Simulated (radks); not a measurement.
Initial-state core-level shifts of the xenon ion Xe+ when its valence configuration changes from [Kr] 4d10 5s2 5p5. All-electron calculation, Dirac Kohn-Sham, BLYP, spin-unpolarised, spherical densities, finite nucleus; open shells are shared between the two j in proportion to 2j + 1; Fermi nuclear charge, rms radius 4.7859 fm. Program: a radial shooting solver on a logarithmic mesh with Libxc functionals. Shifts are changes of the shell-averaged eigenvalues in eV (positive: less bound); the change of the density at the nucleus, which sets a Mossbauer isomer shift, is in e/bohr^3, on a base of 2.717e+05.

valence,1s,2s,2p,4p,density at nucleus
4d9 5s2 5p6,-10.015,-10.685,-10.653,-7.787,+32.49
4d9.5 5s2 5p5.5,-4.980,-5.307,-5.292,-3.898,+16.10
4d10 5s1 5p6,-1.392,-1.370,-1.362,-1.338,-89.10
4d10 5s1.5 5p5.5,-0.701,-0.690,-0.686,-0.674,-44.15
4d9.5 5s1.5 5p6,-5.664,-5.983,-5.963,-4.555,-30.01
